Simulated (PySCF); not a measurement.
C₄H₁₂OSi.
Bonds: C1–Si2, Si2–O3, O3–C4, C4–C5, C4–C6. Hydrogens: H7, H8, H9 on C1; H10, H11 on Si2; H12 on C4; H13, H14, H15 on C5; H16, H17, H18 on C6.

All values: PBE0/pcSseg-1 and wB97X-D/def2-SVPD (PySCF, non-relativistic), on one gas-phase PBE0-D3(BJ)/def2-SVP geometry that isn't relaxed in the solvent. The solvent is an IEF-PCM continuum (van der Waals radii × 1.2). Specific hydrogen bonds and non-electrostatic terms are outside this model.

Gas phase at PBE0/pcSseg-1: HOMO -7.83 eV, LUMO 0.99 eV, dipole 0.40 D.

What does the continuum do to the energy, the frontier levels and the dipole at PBE0/pcSseg-1 in cyclohexane and methanol?

```tsv
solvent	ε	E(solvent) − E(gas) (kcal/mol)	polarisation term (kcal/mol)	distortion of the solute (kcal/mol)	HOMO (eV)	LUMO (eV)	dipole (D)
cyclohexane	2.017	-0.90	-0.93	0.03	-7.82	1.04	0.47
methanol	32.61	-2.38	-2.64	0.26	-7.87	1.07	0.66
```

Polarisation term: ½ Σ q·V over the induced surface charges. Distortion: the rise of the solute's own energy as its density leaves the gas-phase optimum. From cyclohexane to methanol the lowering changes by a factor 2.64, Onsager's factor (ε − 1)/(2ε + 1) by 2.36 and ε itself by 16.2.

Which ESP-fitted charges (PBE0/pcSseg-1) respond most in cyclohexane (means over atoms taken as equivalent)?

| atoms | environment | gas (e) | solvent (e) | change |
| --- | --- | --- | --- | --- |
| O3 | silyl ether oxygen | -0.530 | -0.547 | -0.017 |
| C4 | sp3 carbon bound to oxygen | +0.590 | +0.600 | +0.010 |
| Si2 | oxygen-bound silicon | +0.833 | +0.843 | +0.010 |
| C1 | Si-methyl carbon | -0.668 | -0.678 | -0.010 |
| C5/C6 | methyl carbon | -0.584 | -0.591 | -0.007 |
| H7/H8/H9 | methyl hydrogen | +0.164 | +0.168 | +0.004 |
| H10/H11 | Si–H hydrogen | -0.194 | -0.197 | -0.003 |
| H12 | methine hydrogen | -0.033 | -0.031 | +0.002 |

Gas phase at wB97X-D/def2-SVPD: HOMO -9.74 eV, LUMO 2.29 eV, dipole 0.38 D.

What does the continuum do to the energy, the frontier levels and the dipole at wB97X-D/def2-SVPD in cyclohexane and methanol?

| solvent | ε | E(solvent) − E(gas) (kcal/mol) | polarisation term (kcal/mol) | distortion of the solute (kcal/mol) | HOMO (eV) | LUMO (eV) | dipole (D) |
| --- | --- | --- | --- | --- | --- | --- | --- |
| cyclohexane | 2.017 | -0.87 | -0.91 | 0.04 | -9.74 | 2.33 | 0.45 |
| methanol | 32.61 | -2.33 | -2.64 | 0.31 | -9.79 | 2.34 | 0.68 |

How does the static polarisability (wB97X-D/def2-SVPD, frozen core, with the continuum's full static response) change?

```
     medium  isotropic (au)  principal values (au)  ⟨r²⟩ of the electrons (bohr²)
        gas            81.0       73.2, 78.0, 91.9                         1040.5
cyclohexane            90.0      82.4, 87.3, 100.3                         1040.1
   methanol           107.0    102.5, 105.1, 113.4                         1039.3
```

The isotropic value in methanol is 1.32 times the gas-phase one; no cavity-field correction is applied. ⟨r²⟩ is taken about the centre of nuclear charge.

The values belong to the conformer `[CH3:1][SiH2:2][O:3][CH:4]([CH3:5])[CH3:6]`: C1–Si2–O3–C4 -172°, Si2–O3–C4–C5 -85°.

The pairwise dispersion term of wB97X-D wasn't added to the energies; at a given geometry it leaves orbitals and properties as they are.
